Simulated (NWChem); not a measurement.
System: thionyl fluoride (SOF2); SMILES FS(=O)F

Here is an NWChem input.

```
start job
memory heap 200 mb stack 900 mb global 1100 mb
geometry units angstroms noautoz
  O      0.005986    -1.371071    -0.389891
  S      0.000753    -0.172811     0.403403
  F      1.165575     0.780066    -0.186427
  F     -1.172333     0.769866    -0.186440
end
basis spherical
  * library def2-tzvpd
end
dft
  xc b3lyp
  iterations 150
  mulliken
end
task dft energy
```

NWChem printed, in part:

```
             Northwest Computational Chemistry Package (NWChem) 7.3.0
             --------------------------------------------------------

 CS  symmetry detected

                             Geometry "geometry" -> ""
                             -------------------------

 Output coordinates in angstroms (scale by  1.889725989 to convert to a.u.)

  No.       Tag          Charge          X              Y              Z
 ---- ---------------- ---------- -------------- -------------- --------------
    1 O                    8.0000    -0.36352222    -1.38328485     0.00000000
    2 S                   16.0000     0.40715732    -0.17034511     0.00000000
    3 F                    9.0000    -0.20035219     0.76621114     1.16896513
    4 F                    9.0000    -0.20035219     0.76621114    -1.16896513

 Effective nuclear repulsion energy (a.u.)     190.8287780799

      Symmetry information
      --------------------

 Group name             Cs
 Group number              2
 Group order               2
 No. of unique centers     3

                                 NWChem DFT Module
                                 -----------------

 Summary of "ao basis" -> "ao basis" (spherical)
 ------------------------------------------------------------------------------
       Tag                 Description            Shells   Functions and Types
 ---------------- ------------------------------  ------  ---------------------
 O                         def2-tzvpd               14       40   6s4p3d1f
 S                         def2-tzvpd               16       46   6s6p3d1f
 F                         def2-tzvpd               14       40   6s4p3d1f

      Symmetry analysis of basis
      --------------------------

        a'         98
        a"         68

            General Information
            -------------------
          SCF calculation type: DFT
          Wavefunction type:  closed shell.
          No. of atoms     :     4
          No. of electrons :    42
           Alpha electrons :    21
            Beta electrons :    21
          Charge           :     0
          Spin multiplicity:     1
          Use of symmetry is: on ; symmetry adaption is: on
          Maximum number of iterations: 150
          AO basis - number of functions:   166
                     number of shells:    58
          Convergence on energy requested:  1.00D-06
          Convergence on density requested:  1.00D-05
          Convergence on gradient requested:  5.00D-04

              XC Information
              --------------
                         B3LYP Method XC Potential
                     Hartree-Fock (Exact) Exchange  0.200
                        Slater Exchange Functional  0.800 local
                    Becke 1988 Exchange Functional  0.720 non-local
              Lee-Yang-Parr Correlation Functional  0.810
                  VWN I RPA Correlation Functional  0.190 local

             Grid Information
             ----------------
          Grid used for XC integration:  medium
          Radial quadrature: Mura-Knowles
          Angular quadrature: Lebedev.
          Tag              B.-S. Rad. Rad. Pts. Rad. Cut. Ang. Pts.
          ---              ---------- --------- --------- ---------
          O                   0.60       49          11.0       434
          S                   1.00       88          10.0       590
          F                   0.50       49          11.0       434
          Grid pruning is: on
          Number of quadrature shells:   186
          Spatial weights used:  Erf1

      Superposition of Atomic Density Guess
      -------------------------------------

 Sum of atomic energies:        -671.10062846

      Non-variational initial energy
      ------------------------------

 Total energy =    -671.952919
 1-e energy   =   -1311.402273
 2-e energy   =     448.620576
 HOMO         =      -0.354353
 LUMO         =       0.005544

      Symmetry analysis of molecular orbitals - initial
      -------------------------------------------------

  Numbering of irreducible representations:

     1 a'          2 a"

  Orbital symmetries:

     1 a'          2 a'          3 a"          4 a'          5 a'
     6 a'          7 a"          8 a'          9 a'         10 a"
    11 a'         12 a'         13 a"         14 a'         15 a'
    16 a'         17 a"         18 a"         19 a'         20 a"
    21 a'         22 a"         23 a'         24 a'         25 a'
    26 a"         27 a'         28 a'         29 a"         30 a'
    31 a"

     ---------------------------------------------
      Total Density - Mulliken Population Analysis
     ---------------------------------------------

    Atom       Charge   Shell Charges
 -----------   ------   -------------------------------------------------------
    1 O    8     8.80   0.79  1.18  0.61  0.97  0.29 -0.01  1.97  2.13  0.81  0.02  0.00  0.02  0.00  0.00
    2 S   16    14.37   2.01  0.49  1.48  1.01  0.80  0.07  4.13  1.72  0.63  1.29  0.28 -0.01  0.14  0.26  0.01  0.07
    3 F    9     9.42   0.77  1.20  0.61  1.01  0.31 -0.02  2.31  2.31  0.87  0.02  0.00  0.01  0.01  0.00
    4 F    9     9.42   0.77  1.20  0.61  1.01  0.31 -0.02  2.31  2.31  0.87  0.02  0.00  0.01  0.01  0.00

   convergence    iter        energy       DeltaE   RMS-Dens  Diis-err
 ---------------- ----- ----------------- --------- --------- ---------
 d= 0,ls=0.0,diis     1   -673.0664023202 -8.64D+02  1.02D-02  2.16D+00
 d= 0,ls=0.0,diis     2   -672.6570874799  4.09D-01  6.61D-03  6.70D+00
 d= 0,ls=0.0,diis     3   -673.2213284906 -5.64D-01  1.97D-03  3.21D-01
 d= 0,ls=0.0,diis     4   -673.2337058619 -1.24D-02  9.74D-04  1.92D-01
 d= 0,ls=0.0,diis     5   -673.2492720339 -1.56D-02  2.09D-04  7.36D-03
  Resetting Diis
 d= 0,ls=0.0,diis     6   -673.2498249996 -5.53D-04  2.20D-05  7.38D-05
 d= 0,ls=0.0,diis     7   -673.2498300185 -5.02D-06  4.65D-06  7.35D-07
 d= 0,ls=0.0,diis     8   -673.2498299310  8.75D-08  3.51D-06  1.57D-06

         Total DFT energy =     -673.249829931044
      One electron energy =    -1310.306014841408
           Coulomb energy =      501.478347944875
    Exchange-Corr. energy =      -55.250941114448
 Nuclear repulsion energy =      190.828778079936

 Numeric. integr. density =       41.999998325710

                  Occupations of the irreducible representations
                  ----------------------------------------------

                     irrep           alpha         beta
                     --------     --------     --------
                     a'               14.0         14.0
                     a"                7.0          7.0

                       DFT Final Molecular Orbital Analysis
                       ------------------------------------

 Vector   19  Occ=2.000000D+00  E=-4.263986D-01  Symmetry=a'
              MO Center= -4.4D-02, -4.5D-01,  1.5D-14, r^2= 2.3D+00
   Bfn.  Coefficient  Atom+Function         Bfn.  Coefficient  Atom+Function
  ----- ------------  ---------------      ----- ------------  ---------------
     8      0.301318  1 O  py                11      0.235818  1 O  py
    56     -0.233971  2 S  px                93      0.208356  3 F  px
   133      0.208356  4 F  px                96      0.168202  3 F  px
   136      0.168202  4 F  px                53     -0.126326  2 S  px
    14      0.125211  1 O  py                99      0.121297  3 F  px

 Vector   20  Occ=2.000000D+00  E=-3.999158D-01  Symmetry=a"
              MO Center= -2.4D-01, -7.8D-01,  7.9D-15, r^2= 1.8D+00
   Bfn.  Coefficient  Atom+Function         Bfn.  Coefficient  Atom+Function
  ----- ------------  ---------------      ----- ------------  ---------------
     9      0.396716  1 O  pz                12      0.329429  1 O  pz
    15      0.216596  1 O  pz                94      0.191063  3 F  py
   134     -0.191063  4 F  py                97      0.155482  3 F  py
   137     -0.155482  4 F  py                58      0.109008  2 S  pz
   100      0.101695  3 F  py               140     -0.101695  4 F  py

 Vector   21  Occ=2.000000D+00  E=-3.555741D-01  Symmetry=a'
              MO Center=  7.4D-02, -5.1D-01, -1.3D-16, r^2= 2.1D+00
   Bfn.  Coefficient  Atom+Function         Bfn.  Coefficient  Atom+Function
  ----- ------------  ---------------      ----- ------------  ---------------
     7      0.343641  1 O  px                45     -0.305091  2 S  s
    10      0.284483  1 O  px                44     -0.269833  2 S  s
    56     -0.209069  2 S  px                13      0.202833  1 O  px
    43      0.170444  2 S  s                 93      0.124025  3 F  px
   133      0.124025  4 F  px                59     -0.120884  2 S  px

 Vector   22  Occ=0.000000D+00  E=-7.212798D-02  Symmetry=a"
              MO Center=  4.9D-01, -2.9D-01, -2.4D-14, r^2= 2.4D+00
   Bfn.  Coefficient  Atom+Function         Bfn.  Coefficient  Atom+Function
  ----- ------------  ---------------      ----- ------------  ---------------
    58      0.475668  2 S  pz                61      0.477983  2 S  pz
    55      0.225364  2 S  pz                 9     -0.221585  1 O  pz
    64      0.219204  2 S  pz                15     -0.213924  1 O  pz
    12     -0.190677  1 O  pz                49     -0.165881  2 S  pz
    18     -0.139163  1 O  pz                91     -0.121890  3 F  s

 Vector   23  Occ=0.000000D+00  E=-3.126397D-02  Symmetry=a'
              MO Center=  5.5D-01, -7.4D-02,  2.8D-14, r^2= 3.5D+00
   Bfn.  Coefficient  Atom+Function         Bfn.  Coefficient  Atom+Function
  ----- ------------  ---------------      ----- ------------  ---------------
    60      0.480830  2 S  py                63      0.435996  2 S  py
    57      0.387642  2 S  py                45      0.257145  2 S  s
    44      0.220812  2 S  s                 59     -0.192598  2 S  px
    54      0.189944  2 S  py                 7      0.173300  1 O  px
    56     -0.166579  2 S  px                91     -0.166661  3 F  s

[...]
```

Level: B3LYP/def2-TZVPD. Coordinates come from a PBE0/def2-SVP optimisation.
